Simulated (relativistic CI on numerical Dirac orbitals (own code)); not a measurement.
## Transition arrays of In⁸⁺

Method of calculation: Dirac-Coulomb-Breit CI, orbitals from a KLI potential per configuration, model QED, valence Slater integrals scaled by 0.9, whole transition arrays (own radial code, finite nucleus).

CI space (outside the closed core [Ar] 3d10 4s2): 4p6 4d5, 4p6 4d4 4f, 4p5 4d6, 4p6 4d4 5p, 4p6 4d4 5f. Levels of other configurations are missing.

All E1 lines from the levels of 4p6 4d5; mean and standard deviation are weighted by gf, and upper levels are sorted by their leading configuration.

| Upper configuration | Lines | Σgf | Mean (eV) | Mean (nm) | σ (eV) | Strongest line (nm) |
| --- | --- | --- | --- | --- | --- | --- |
| 4p6 4d4 4f | 6417 | 1342.1 | 81.05 | 15.298 | 3.99 | 15.393 |
| 4p5 4d6 | 2224 | 923.5 | 84.92 | 14.600 | 3.89 | 14.707 |
| 4p6 4d4 5p | 3319 | 148.3 | 59.38 | 20.879 | 1.90 | 20.745 |
| 4p6 4d4 5f | 5470 | 288.0 | 102.99 | 12.038 | 2.32 | 11.825 |

Σgf per state of the lower configuration in bins of 0.5 nm over the central range (centre: value): 11.75: 0.58, 12.25: 0.47, 12.75: 0.08, 13.75: 0.35, 14.25: 1.37, 14.75: 3.06, 15.25: 3.25, 15.75: 0.47, 16.25: 0.07, 16.75: 0.04, 17.25: 0.06, 17.75: 0.07, 18.25: 0.07, 18.75: 0.04, 19.75: 0.05, 20.25: 0.11, 20.75: 0.27.

How do configuration mixing and the scaling of the Slater integrals move the arrays?

Slater scale 0.9, no configuration mixing: 4p6 4d4 4f 76.6 ± 3.5 eV (Σgf 1483.9), 4p5 4d6 78.2 ± 6.3 eV (Σgf 786.9), 4p6 4d4 5p 59.3 ± 1.8 eV (Σgf 188.4), 4p6 4d4 5f 102.5 ± 2.0 eV (Σgf 9.5); Slater scale 1: 4p6 4d4 4f 82.5 ± 4.4 eV (Σgf 1395.8), 4p5 4d6 86.3 ± 4.3 eV (Σgf 854.4), 4p6 4d4 5p 59.4 ± 2.1 eV (Σgf 140.4), 4p6 4d4 5f 102.8 ± 3.3 eV (Σgf 362.8); Slater scale 0.8: 4p6 4d4 4f 79.7 ± 3.5 eV (Σgf 1300.9), 4p5 4d6 83.4 ± 3.6 eV (Σgf 956.3), 4p6 4d4 5p 59.3 ± 1.7 eV (Σgf 156.9), 4p6 4d4 5f 102.9 ± 2.0 eV (Σgf 236.2). With mixing, levels are counted to their leading configuration, so an array can shrink or vanish into another, and the sums then hold other lines.
